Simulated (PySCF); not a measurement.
Energy of O(2+) (oxygen, charge +2) between two integer charges

The 2p alpha orbital of [He] 2s2 2p2 is emptied in steps (occupation f), with all orbitals relaxed, ending at [He] 2s2 2p1. Calculation: PySCF 2.14, in aug-cc-pVDZ (4s3p2d, 23 functions); no relativity, point nucleus. The exact energy is a straight line in f; departures are measured from the line between the end points of the same method.

| f | UHF (eV) | LDA (eV) | PBE (eV) | PBE0 (eV) | r2SCAN (eV) | LC-wPBE (eV) | BHandHLYP (eV) | wB97X (eV) | BLYP (eV) | MN15 (eV) |
| --- | --- | --- | --- | --- | --- | --- | --- | --- | --- | --- |
| 1 | 0.000 | 0.000 | 0.000 | 0.000 | 0.000 | 0.000 | 0.000 | 0.000 | 0.000 | 0.000 |
| 0.75 | 0.199 | -1.969 | -1.924 | -1.399 | -1.775 | -0.910 | -0.878 | -0.912 | -1.927 | -1.246 |
| 0.5 | 0.258 | -2.633 | -2.563 | -1.861 | -2.339 | -1.207 | -1.165 | -1.203 | -2.564 | -1.652 |
| 0.25 | 0.188 | -1.975 | -1.913 | -1.387 | -1.722 | -0.892 | -0.867 | -0.880 | -1.910 | -1.226 |
| 0 | 0.000 | 0.000 | 0.000 | 0.000 | 0.000 | 0.000 | 0.000 | 0.000 | 0.000 | 0.000 |

**Question.** For LDA, how does the orbital energy at f = 1 compare with the removal energy?

**Answer.** −ε = 44.996 eV against a total-energy difference of 55.449 eV. By Janak's theorem ε = ∂E/∂f, so the gap between them reflects the curvature. Along the path −ε is 50.169 (f = 0.75), 55.430 (f = 0.5), 60.725 (f = 0.25) eV.

```
   method  E(f=0) − E(f=1) (eV)  −ε at f=1 (eV)  −ε at f=0.5 (eV)
      UHF                54.634          55.723            54.607
      LDA                55.449          44.996            55.430
      PBE                55.353          45.106            55.380
     PBE0                55.370          47.906            55.400
   r2SCAN                55.640          46.112            55.777
  LC-wPBE                55.548          50.688            55.593
BHandHLYP                55.380          50.690            55.407
    wB97X                55.114          50.234            55.191
     BLYP                55.360          45.091            55.402
     MN15                55.184          48.518            55.234
```

Reference removal energy between the ground levels: 54.936 eV (semi-empirical (NIST evaluation); NIST Atomic Spectra Database, ionization energies). The calculation has no spin-orbit coupling. UHF lacks correlation.
